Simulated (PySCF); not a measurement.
PySCF 2.14 output of an unrestricted PBE calculation on a single atom or ion in aug-cc-pVQZ-DK3 (9s8p6d3f2g, 102 functions), with the spin-free X2C one-electron Hamiltonian (Gaussian nucleus):

```
SCF conv_tol = 1e-09
number electrons alpha = 28  beta = 24
    J. P. Perdew, K. Burke, and M. Ernzerhof.,  Phys. Rev. Lett. 77, 3865 (1996)
    J. P. Perdew, K. Burke, and M. Ernzerhof.,  Phys. Rev. Lett. 78, 1396 (1997)
    J. P. Perdew, K. Burke, and M. Ernzerhof.,  Phys. Rev. Lett. 77, 3865 (1996)
    J. P. Perdew, K. Burke, and M. Ernzerhof.,  Phys. Rev. Lett. 78, 1396 (1997)
cycle= 1 E= -6792.78549830089  delta_E= -0.00951  |g|= 0.0256  |ddm|= 1.35
cycle= 2 E= -6792.78564091122  delta_E= -0.000143  |g|= 0.00543  |ddm|= 0.159
cycle= 3 E= -6792.78566065275  delta_E= -1.97e-05  |g|= 0.00174  |ddm|= 0.0473
cycle= 4 E= -6792.78566204145  delta_E= -1.39e-06  |g|= 0.000446  |ddm|= 0.013
cycle= 5 E= -6792.78566207531  delta_E= -3.39e-08  |g|= 1.29e-05  |ddm|= 0.00212
cycle= 6 E= -6792.7856620755  delta_E= -1.86e-10  |g|= 1.62e-06  |ddm|= 0.000122
converged SCF energy = -6792.7856620755  <S^2> = 6.000799  2S+1 = 5.0003196
```

The run itself started from symmetry-adapted Hartree-Fock orbitals and held the occupation by maximum overlap, on a logarithmic radial grid, so the iterations belong to that start.

Task: Which element, charge and spin multiplicity is this?

Result: Te (tellurium, neutral), multiplicity 5; the state was [Kr] 4d10 5s2 5p3 5d1, high-spin 5D determinant (an excited configuration).

The outer electron is Rydberg-like, and this basis confines it to a smaller radius and binds it less than a complete one would.
